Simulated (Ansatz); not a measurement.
Calculated with Ansatz (gas phase, PBE0-D4/def2-TZVP geometries, no zero-point term in ΔE). CCSD(T)/CBS adds triple-zeta CCSD(T) − MP2 to the extrapolated MP2 energy (def2 sets, frozen cores). DFT in def2-TZVPP. HSE06 is defined as in plane-wave codes. Elements past krypton have def2 core potentials. For Cd, Sn outer-core shells are correlated without core-valence functions, which leaves a few kJ/mol of doubt a bond. Each species was taken in one conformer, which may not be the lowest.

Consider the redistribution: `[F][Sn]([F])([F])[O][SiH3]` + `C[S][Cd][F]` → `C[S][Sn]([F])([F])[F]` + `[F][Cd][O][SiH3]`.

| level | ΔE (kJ/mol) |
| --- | --- |
| BLYP-D4 | 13.1 |
| B97M-V | 17.0 |
| PBE-QIDH | 22.4 |
| PBE | 15.1 |
| HSE06 | 20.0 |
| CCSD/def2-SVP | 19.0 |
| HF/def2-TZVPP | 31.6 |
| CCSD/CBS(def2) | 26.1 |

(1) What does CCSD(T)/CBS give? (Best estimate.)

Largest T1 diagnostic among the species: 0.016.

## Answers

(1) Ansatz gave: +24.8 kJ/mol. The listed levels differ from it by -11.7, -7.8, -2.4, -9.7, -4.8, -5.8, 6.8, 1.3 kJ/mol.

From PBE to PBE0 (25 % exact exchange), in def2-TZVPP and without D4, ΔE moves by +4.7 kJ/mol. Leaving LDA and LC-ωPBE aside and taking each functional with its dispersion term where it has one, the values, not all of them listed here, spread over 9.8 kJ/mol, from revPBE-D4 to BHLYP-D4. At CCSD(T), def2-SVP lies −6.5 kJ/mol from the extrapolated value and def2-TZVPP −4.6 kJ/mol.
